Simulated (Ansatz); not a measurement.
```xyz
12

Si    1.8317    0.3059   -1.1453
O     1.1362   -0.7637   -0.1245
Si   -0.1950   -1.1183    0.7658
Si   -1.8155    0.5734    0.6192
H     0.9221    1.4645   -1.3598
H     3.1086    0.7844   -0.5600
H     2.0994   -0.3558   -2.4465
H     0.2164   -1.3013    2.1840
H    -0.7653   -2.4050    0.2823
H    -2.2700    0.7574   -0.7858
H    -1.2807    1.8696    1.1181
H    -2.9879    0.1889    1.4526
```

Charge 0, multiplicity 1.

Problem. List the r2SCAN/def2-TZVPP orbital energies in eV (Ansatz 0.2.0). (An estimate is asked.)

Solution. Computed: Occupied: -1791.67, -1791.67, -1790.87, -516.04, -142.04, -142.04, -141.39, -96.94, -96.94, -96.88, -96.88, -96.87, -96.87, -96.24, -96.24, -96.23, -26.35, -15.31, -14.04, -12.48, -10.94, -10.43, -10.34, -9.11, -8.91, -8.69, -8.43, -7.66, -7.09. Lowest empty: -1.18, -0.25, 0.39, 0.44, 0.80, 0.93, 1.09, 1.45.
